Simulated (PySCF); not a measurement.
Compound: [ZnF4]2- (charge -2 and singlet state).
Bonds: Zn1–F2, Zn1–F3, Zn1–F4, Zn1–F5.

A GFN2-xTB structure was refined with PBE0-D3(BJ)/def2-SVP geometry optimisation, gas phase in PySCF. Its GFN2-xTB values:

```tsv
coordinate	GFN2-xTB
Zn1–F2	1.767 Å
Zn1–F5	1.765 Å
F2–Zn1–F3	109.6°
```

Task: How do these coordinates change at the PBE0-D3(BJ)/def2-SVP level?

Result: 
```
coordinate  PBE0-D3(BJ)/def2-SVP (Å or °)  change
    Zn1–F5                          1.927  +0.162
    Zn1–F2                          1.926  +0.159
 F2–Zn1–F3                          109.6     0.0
```

The energy falls by 23.0 kcal/mol over 15 energy and gradient evaluations, the largest force component goes from 0.0684 to 2.5e-04 Eh/bohr, and the atoms move by 0.144 Å rms after alignment. Among the bonds, Zn1–F3 and Zn1–F5 change most and about equally (+0.161 to +0.162 Å). Bonds longer at the end by more than 0.005 Å: 4 of 4; shorter: 0.

The run used 87 basis functions and 83 SCF cycles in all. Time: 37 s of wall time. Hardware: one thread, x86-64 server, shared host.

No frequency check. Whether so highly charged an anion holds all its electrons in the gas phase wasn't checked; a finite basis holds them in any case. No counter-ion or solvent screens the charge of this multiply charged ion.
